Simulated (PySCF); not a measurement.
Excitations are Tamm–Dancoff values on a coarser integration grid. The basis has no diffuse functions, so Rydberg states are missing or too high.

BBr3, SMILES `BrB(Br)Br` (charge 0, multiplicity 1)

The numbers are results of PySCF 2.14.0 with PBE0-D3(BJ)/def2-TZVP, not measurements.

```json
{
  "HOMO": "-8.31 eV",
  "dipole_moment": "0.00 D",
  "HOMO–LUMO gap": "6.21 eV",
  "LUMO": "-2.10 eV",
  "S1 excitation (TDA)": "4.70 eV",
  "S1 oscillator strength": "0.000",
  "brightest of the four lowest singlets (TDA)": "6.03 eV",
  "T1 excitation (TDA)": "4.53 eV",
  "S1–T1 gap (TDA)": "0.17 eV",
  "total_energy": "-7746.5086 Ha",
  "cost": "about 70 core-seconds (a rough figure)"
}
```

Bonded distances (Å): Br1–B2 1.896, B2–Br3 1.896, B2–Br4 1.896. Bond angles (°): Br1–B2–Br3 120.0, Br1–B2–Br4 120.0, Br3–B2–Br4 120.0.
Charge 0, spin multiplicity 1.
